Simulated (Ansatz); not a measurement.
`[NH2][InH][OH]` + HCl → `[NH2][InH][Cl]` + H₂O at 400 K and 1 bar (ligand exchange at the In–O bond).

Computed with Ansatz on PBE0-D4/def2-TZVP structures; ΔE is electronic, products minus reactants. CCSD(T)/CBS adds triple-zeta CCSD(T) − MP2 to the extrapolated MP2 energy (def2 sets, frozen cores). This one scheme is used for every species. Elements past krypton have def2 core potentials. For In outer-core shells are correlated without core-valence functions, which leaves a few kJ/mol of doubt a bond. One conformer a species, not always the lowest.

| species | CCSD(T)/CBS energy (Eh) | H − E (kJ/mol) | S (J/(mol·K)) |
| --- | --- | --- | --- |
| `[NH2][InH][OH]` | -322.11394 | 142.7 | 344.3 |
| HCl | -460.38127 | 29.6 | 195.4 |
| `[NH2][InH][Cl]` | -706.15182 | 109.9 | 346.4 |
| H₂O | -76.37941 | 69.8 | 198.6 |

H − E and S are ideal-gas, rigid-rotor, harmonic terms from PBE0-D4/def2-TZVP, for one conformer and one mirror image of each species. 1 Eh = 2625.50 kJ/mol, R = 8.31446 J/(mol·K).

Problem. By hand: ΔE, ΔH, ΔS and ΔG.

Solution. ΔE = (-706.15182) + (-76.37941) − (-322.11394) − (-460.38127) = -0.03602 Eh = -94.6 kJ/mol. Δ(H − E) = 109.9 + 69.8 − 142.7 − 29.6 = 7.4, so ΔH = -87.2 kJ/mol. ΔS = 346.4 + 198.6 − 344.3 − 195.4 = 5.3 J/(mol·K). ΔG = -87.2 − 400 × (5.3)/1000 = -89.3 kJ/mol.

Problem. By hand: the equilibrium constant, and the temperature at which ΔG would vanish if ΔH and ΔS stayed fixed.

Solution. log₁₀ K = −ΔG/(RT ln 10) = 11.7. ΔH and −TΔS have one sign here, so there is no such temperature.

The number of gas molecules stays the same, so ΔS is small and ΔH decides. A doubt of 5 kJ/mol in ΔE shifts log₁₀ K by 0.7 here. Other conformers and mirror images would add mixing entropy, several J/(mol·K) or more a flexible species. These are equilibria of isolated gas molecules and say nothing of rates. Largest T1 diagnostic: 0.016 (customary marks: 0.02 for closed shells, 0.045 for open ones).

ΔS is within the doubt of such terms, so its sign, and with it that verdict, could turn.
